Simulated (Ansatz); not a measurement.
`N=C[S][SnH3]` → `[NH2][SnH]1[CH2][S]1`  (isomerisation)

Computed with Ansatz on PBE0-D4/def2-TZVP structures; ΔE is electronic, products minus reactants. CBS: MP2 limit from def2 TZ/QZ plus the TZ coupled-cluster correction, frozen cores. Functionals use def2-TZVPP. def2 core potentials past Kr. For Sn outer-core shells are correlated without core-valence functions, which leaves a few kJ/mol of doubt a bond. Each species was taken in one conformer, which may not be the lowest.

```
          level  ΔE (kcal/mol)
      r2SCAN-D4           -3.4
        PBE0-D4           -4.8
        ωB97M-V           -4.3
         r2SCAN           -3.4
           PBE0           -4.8
 MP2/def2-TZVPP           -9.5
CCSD/def2-TZVPP           -4.6
  MP2/CBS(def2)          -12.8
```

Problem. What does CCSD(T)/CBS give? (Best estimate.)

Solution. Ansatz gave: -8.4 kcal/mol. The listed levels differ from it by 5.0, 3.6, 4.1, 5.0, 3.6, -1.1, 3.8, -4.4 kcal/mol.

Largest T1 diagnostic among the species: 0.015.

In def2-TZVPP, CCSD(T) changes the Hartree–Fock value by −7.3 kcal/mol (the triples alone add −0.5 kcal/mol) and MP2 by −11.6 kcal/mol. From PBE to PBE0 (25 % exact exchange), in def2-TZVPP and without D4, ΔE moves by −1.8 kcal/mol.
